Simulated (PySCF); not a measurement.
Ga(Me)(OH)2 (CH5GaO2), SMILES [CH3][Ga]([OH])[OH].

Geometry: B3LYP-D3(BJ)/def2-SVP. The structure was generated by enumeration; whether it is a known compound was not checked. One conformer was computed; it need not be the lowest.

These are PySCF with r2SCAN/def2-TZVP values and carry that method's errors.

The molecule is in vacuum.

### Question
Estimate the frontier levels, gap, dipole moment and polarisability. (The exact figures need the calculation; the answer reports its results.)

### Answer

```yaml
highest_occupied_level: -7.12 eV
lowest_empty_level: -0.66 eV
orbital_gap: 6.46 eV
dipole_moment: 2.20 D
quadrupole, principal values (traceless, Buckingham form, about the centre of nuclear charge): -4.85, 1.58, 3.26 D·Å
mean_static_polarisability: 46.5 bohr³ (6.88 Å³)
polarisability_principal_values: 36.6, 47.8, 55.0 bohr³
```
